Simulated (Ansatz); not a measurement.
**Energy profile**

The step: SiH₄SO ([OH][SiH2][SH]) + SiH₄ → Si₂H₆O ([OH][SiH2][SiH3]) + H₂S; bonds formed: Si1–Si7, S2–H6; bonds broken: Si1–S2, H6–Si7 (atoms numbered as in the saddle structure below).

```
12
angstrom
Si 0.3599 -0.1668 -0.9818
S 2.0000 0.6185 0.8877
H -0.9052 -0.5466 -1.6964
H 1.2657 -1.3324 -1.0425
O 0.6195 1.2605 -1.7312
H 0.3340 -0.0714 0.7398
Si -1.3346 -0.7096 0.8697
H 1.4085 1.7897 1.1844
H 1.4144 1.7026 -1.4142
H -2.3892 0.2585 0.4854
H -1.1633 -0.7313 2.3462
H -1.6096 -2.0718 0.3528
```

Electronic energies by CCSD(T) at an estimated basis limit (MP2 extrapolated from triple and quadruple zeta, plus CCSD(T) − MP2 in triple zeta), on PBE0-D4/def2-TZVP structures; Si2H8SO, closed shell; no counterpoise correction. Program: Ansatz 0.2.0. Basis: def2-TZVPP and def2-QZVPP. Cores are frozen in the correlated methods. Extrapolation: Hartree–Fock as exp(−7.88 √X), correlation as X^−2.97.

(1) Give the profile in eV, counted from the separated reactants. (Judge from chemistry; the value comes from the calculation.)

The T1 diagnostic stays at or below 0.015.

## Answers

(1) By the calculation:
```tsv
point	eV
separated: SiH4SO (linked as [OH][SiH2][SH]; Si1, S2, H3, H4, O5, H8, H9; singlet) + SiH4 (H6, Si7, H10, H11, H12; singlet)	0.000
start structure	-0.080
saddle	2.571
end structure	0.623
separated: Si2H6O (linked as [OH][SiH2][SiH3]; Si1, H3, H4, O5, Si7, H9, H10, H11, H12; singlet) + H2S (S2, H6, H8; singlet)	0.815
```

For scale, one of the runs: CCSD(T)/def2-TZVPP, 269 basis functions, launched by `ansatz run in.yaml --threads 4 --pin off --events-out ev --progress --plain --max-ram 9574MiB`. Time: 2.9 min of wall clock on 4 CPU threads of an Arm Neoverse V1; the host was shared. Peak host memory: 6.3 GiB.
